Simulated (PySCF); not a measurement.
Species: C2H4OSSi.
InChI=1S/C2H4OSSi/c4-2-1-3-5/h1H,5H3

Torsions of this conformer, `[SiH3:1][O:2][CH:3]=[C:4]=[S:5]`: Si1–O2–C3–C4 0°.

The closed-shell ground state was solved at several levels (PySCF, density fitting, gas phase, non-relativistic). Isolated species at its PBE0-D3(BJ)/def2-SVP geometry (one conformer only).

| level | basis functions | total energy (Eh) | HOMO (eV) | LUMO (eV) | gap (eV) | dipole (D) |
| --- | --- | --- | --- | --- | --- | --- |
| KT3/pcSseg-2 | 250 | -848.9840 | -5.03 | -3.62 | 1.41 | 0.76 |
| PBE0/def2-SVPD | 146 | -840.7263 | -6.10 | -2.78 | 3.32 | 0.74 |

(1) Estimate the row for PBE0/pcSseg-1, a basis of 119 functions; the other rows only guide the guess.

(2) How far do the dipole and the HOMO energy spread over the levels?

Answers

(1) Total energy -840.9960 Eh, HOMO -6.07 eV, LUMO -2.75 eV, gap 3.32 eV, dipole 0.73 D.

(2) The dipole runs from 0.73 to 0.76 D (mean 0.74 D) and the HOMO from -6.10 to -5.03 eV.
